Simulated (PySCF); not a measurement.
Ge(H)(F)2(OMe) (CH4F2GeO), SMILES C[O][GeH]([F])[F].

Geometry optimised at B3LYP-D3(BJ)/def2-SVP. The structure was generated by enumeration, and PubChem lists no compound with its InChIKey, so it may never have been made. Other conformers were not sampled.

Two levels are set side by side: PBE/def2-TZVP (PySCF) and ωB97X/def2-TZVP (PySCF). Same geometry, gas phase. Differences are taken from unrounded values.

```csv
quantity,PBE
orbital gap (eV),6.01
highest occupied level (eV),-7.17
lowest empty level (eV),-1.16
dipole moment (D),1.45
mean polarisability (bohr³),43.9
```

Problem. These are the PBE values. What does ωB97X give? (Estimate from the structure and the level; the computed values follow.)

Solution. 
| quantity | ωB97X | PBE minus ωB97X |
|---|---|---|
| orbital gap (eV) | 13.45 | -7.44 |
| highest occupied level (eV) | -11.32 | 4.15 |
| lowest empty level (eV) | 2.13 | -3.29 |
| dipole moment (D) | 1.51 | -0.06 |
| mean polarisability (bohr³) | 41.3 | 2.6 |

Without exact exchange PBE keeps part of each electron's self-repulsion, which lifts occupied levels and narrows the gap. PBE's more diffuse valence density responds more strongly to a field. Differences between two approximate levels are no errors against the true value.

Rough cost on one machine, each run with all the roots and properties that it gave: ωB97X against PBE within a factor of 2.
